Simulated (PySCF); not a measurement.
This PySCF input asks for the NMR shieldings of SMILES CC(C)B[C@@H]1CCC12C=C2, C$_{9}$H$_{15}$B; the geometry comes from GFN2-xTB.

```python
import basis_set_exchange as bse
import numpy as np
from pyscf import gto, dft
from pyscf.prop import nmr

atoms = """
C     2.189167    1.703264    0.533226
C     1.627382    0.306929    0.246066
C     2.755846   -0.585783   -0.302489
B     0.433552    0.302587   -0.802329
C    -0.722973   -0.739658   -0.630450
C    -1.921731   -0.732037   -1.609039
C    -2.874897   -0.284981   -0.487780
C    -1.715830   -0.350874    0.494765
C    -1.723404   -0.809551    1.911947
C    -1.480709    0.459573    1.722948
H     3.010539    1.651978    1.247289
H     1.416438    2.347196    0.947337
H     2.558865    2.161471   -0.381398
H     1.313221   -0.128808    1.202564
H     3.124966   -0.194157   -1.248165
H     2.402427   -1.601053   -0.467340
H     3.586407   -0.620140    0.400859
H     0.419056    1.087021   -1.673834
H    -0.339791   -1.748750   -0.452428
H    -2.161641   -1.708703   -2.024456
H    -1.825252   -0.017936   -2.423672
H    -3.289978    0.714221   -0.620435
H    -3.691283   -0.975405   -0.274391
H    -1.840997   -1.631042    2.576402
H    -1.260313    1.418783    2.123939
"""
names = dict.fromkeys(["C", "B", "H"], "pcSseg-1")
basis = {el: gto.basis.parse(bse.get_basis(n, elements=[el], fmt="nwchem")) for el, n in names.items()}
mol = gto.M(atom=atoms, basis=basis, charge=0, verbose=0)
mf = dft.RKS(mol, xc="PBE0")
mf.grids.level = 2
mf.grids.alignment = dft.numint.BLKSIZE   # the property module wants whole blocks of grid points
mf.conv_tol = 1e-9
mf.kernel()

calc = nmr.RKS(mf)   # GIAO
C = mf.mo_coeff
Co = C[:, mf.mo_occ > 0]
resp = mf.gen_response(singlet=True, hermi=2)
def vind(x):   # induced exchange potential for any number of trial vectors
    d = np.einsum("pi,xij,qj->xpq", C, 2 * x.reshape(-1, C.shape[1], Co.shape[1]), Co, optimize=True)
    return np.einsum("xpq,pi,qj->xij", resp(d - d.transpose(0, 2, 1)), C, Co, optimize=True).ravel()
mo1, _ = nmr.rhf.solve_mo1(calc, with_cphf=vind)
sigma = calc.kernel(mo1)
for i, s in enumerate(sigma):   # ppm
    w = np.linalg.eigvalsh((s + s.T) / 2)
    print("%2d %-2s iso %8.1f  s11 %8.1f  s22 %8.1f  s33 %8.1f" % (i, mol.atom_pure_symbol(i), w.mean(), *w))
```

Q: What are the results?

A: 
```
 0 C  iso    165.3  s11    148.4  s22    162.5  s33    185.1
 1 C  iso    157.3  s11    143.8  s22    159.0  s33    169.1
 2 C  iso    170.5  s11    153.0  s22    168.4  s33    190.0
 3 B  iso     10.4  s11    -56.4  s22    -17.4  s33    105.0
 4 C  iso    138.9  s11    110.3  s22    134.2  s33    172.3
 5 C  iso    165.3  s11    149.7  s22    168.2  s33    178.2
 6 C  iso    149.3  s11    121.9  s22    145.6  s33    180.4
 7 C  iso    161.5  s11    113.3  s22    118.6  s33    252.6
 8 C  iso     53.7  s11    -88.5  s22     66.7  s33    182.8
 9 C  iso     52.4  s11    -91.7  s22     65.4  s33    183.3
10 H  iso     30.8  s11     26.7  s22     28.5  s33     37.1
11 H  iso     30.5  s11     25.7  s22     29.3  s33     36.5
12 H  iso     30.7  s11     27.5  s22     28.3  s33     36.4
13 H  iso     30.5  s11     27.1  s22     28.3  s33     36.1
14 H  iso     31.2  s11     27.3  s22     28.9  s33     37.2
15 H  iso     31.1  s11     25.4  s22     30.2  s33     37.6
16 H  iso     30.6  s11     27.0  s22     27.9  s33     37.0
17 H  iso     24.2  s11     17.0  s22     27.2  s33     28.3
18 H  iso     28.9  s11     25.1  s22     29.0  s33     32.7
19 H  iso     29.5  s11     26.1  s22     27.1  s33     35.1
20 H  iso     29.6  s11     26.4  s22     27.2  s33     35.2
21 H  iso     29.4  s11     26.6  s22     27.1  s33     34.4
22 H  iso     29.5  s11     26.3  s22     27.1  s33     35.0
23 H  iso     23.9  s11     20.0  s22     25.2  s33     26.3
24 H  iso     24.2  s11     20.0  s22     25.1  s33     27.4
```

These numbers come from an equivalent density-fitted implementation of the same equations, which agrees with the script to about 0.01 ppm for H and up to a few tenths of a ppm for heavy atoms, so last digits may differ.

Size and cost of the density-fitted run: 245 basis functions, 110 s wall time on 1 thread of an Arm Neoverse N1, shared host; peak memory 1.3 GiB.
